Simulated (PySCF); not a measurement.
**Structure elucidation problem**

Molecular formula: C8H8ClP. Simulated spectra:

1H NMR (400 MHz, computed): δ 8.55 (m, 1H), 7.56 (m, 1H), 7.23 (m, 1H), 1.65 (m, 1H), 1.39 (m, 2H), 0.91 (m, 2H).

13C{1H} NMR (computed): δ 191.0 (C), 163.2 (CH), 148.8 (C), 140.3 (CH), 136.2 (CH), 24.8 (CH), 22.5 (CH2).

[PySCF 2.14.0 with density-fitted response routines: PBE0-D3(BJ)/def2-SVP geometry; B3LYP/pcSseg-1 with gauge-including orbitals; in vacuum; non-relativistic; averaged over atoms made equivalent by symmetry, fast rotation or ring inversion; one computed conformer]

Scale: 1H (σ = 31.38 ppm) and 13C (σ = 179.24 ppm) vs TMS (reference shieldings calculated alike).

**Question.** What is the structure?

**Answer.** 
- 7 carbon signals for 8 carbons: some carbons are equivalent by symmetry or fast rotation.
- Carbon types of the structure: 2 × C, 4 × CH, 2 × CH2, which accounts for all hydrogens.
- δC 191.0: ring carbon next to a ring phosphorus.
- δC 163.2: ring CH next to a ring phosphorus.
- δC 148.8: aromatic carbon bearing chlorine.
- δC 140.3, 136.2: aromatic CH.
- δC 24.8, 22.5: three-membered-ring carbon; carbons of three-membered rings are unusually shielded.
- δH 8.55: hydrogen on a ring CH next to a ring phosphorus.
- δH 7.56, 7.23: hydrogen on an aromatic CH; aromatic region.

These data were computed for SMILES c1(Cl)ccc(C2CC2)pc1.

The data come from this structure; uniqueness wasn't tested.

Carbons that carry Cl, above all several Cl atoms, come out too deshielded, partly because spin–orbit coupling is missing. Splittings by 31P in the carbon and heteronuclear signals aren't shown, as no couplings were computed. Shifts are as computed. Against solution values, carbons near 30 ppm lie about +2 ppm off and those near 130 ppm about +6 ppm (rms about the fit 1.1 ppm; single classes can miss by 10 ppm). Of 1328 compounds with measured shifts, 309 miss one by over three times the rms of a fit or turn the order of signals round; such compounds aren't used in these exercises. Signals without a measured value on file couldn't be tested in this way. Multiplicities follow the n + 1 count of equivalent neighbours, as no J values were calculated; m marks all less simple cases, F and P coupling included.
